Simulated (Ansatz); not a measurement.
```yaml
crystal:
  periodic: [false, false, false]
  atoms:
    - {symbol: C, position_ang: [1.856358, -1.199011, 1.869298]}
    - {symbol: O, position_ang: [1.181770, -0.194981, 1.159865]}
    - {symbol: W, position_ang: [0.144247, -0.117967, -0.409340]}
    - {symbol: N, position_ang: [0.031070, -1.739721, -1.067574]}
    - {symbol: N, position_ang: [0.895639, 0.993201, -1.539502]}
    - {symbol: O, position_ang: [-1.588327, 0.515003, -0.031313]}
    - {symbol: C, position_ang: [-2.366009, 1.610026, -0.435153]}
    - {symbol: H, position_ang: [1.628696, -1.097339, 2.934223]}
    - {symbol: H, position_ang: [1.554598, -2.195787, 1.533238]}
    - {symbol: H, position_ang: [2.936331, -1.087889, 1.731461]}
    - {symbol: H, position_ang: [0.100874, -2.469440, -1.757319]}
    - {symbol: H, position_ang: [1.370483, 1.285536, -2.377485]}
    - {symbol: H, position_ang: [-1.759701, 2.360655, -0.951316]}
    - {symbol: H, position_ang: [-3.161623, 1.271289, -1.105871]}
    - {symbol: H, position_ang: [-2.824405, 2.066414, 0.446788]}
basis:
  gaussian: {orbitals: def2-SVP, point_charges: [{charge: 2.00, position_ang: [7.102, 0.331, 0.869]}]}
total_charge: 1
magnetization: {spin_polarized: false, initial_magnetization: 1}
hamiltonian: {xc: {name: wB97}}
```

```sh
$ ansatz run in.yaml --threads 2 --pin off --events-out ev --progress --plain --max-ram 20480MiB --backend cpu
```

Shortened log:

```
Functional definition: wB97
1717 factors; their error is unknown
528 factors; integrals over basis functions are off by at most 1.6e-5 eV
mean field evaluation 1: about -11067.3794 eV, gradient 9.2e1 eV
mean field evaluation 2: about -11037.5062 eV, gradient 1.5e2 eV
mean field evaluation 4: about -11082.5731 eV, gradient 2.8e1 eV
mean field evaluation 8: about -11084.4773 eV, gradient 1.7e0 eV
mean field evaluation 16: about -11084.6860 eV, gradient 4.6e-1 eV
mean field evaluation 32: about -11084.6091 eV, gradient 6.2e-4 eV
mean field -11084.60910697 eV, -407.3518712634 hartree, gradient 5.6e-6 eV, S^2 0.750000; 3 other end points of the search recorded, 0 dependent functions left out
reference -11084.60908909 eV, -407.3518706060 hartree; 32, 31 occupied and 124, 125 virtual orbitals, 1717 factors
Total energy: -11084.60908909 eV, -407.3518706060 hartree
```

Run time 52 s (2 threads of a server CPU on a shared host); peak host memory 0.87 GiB.
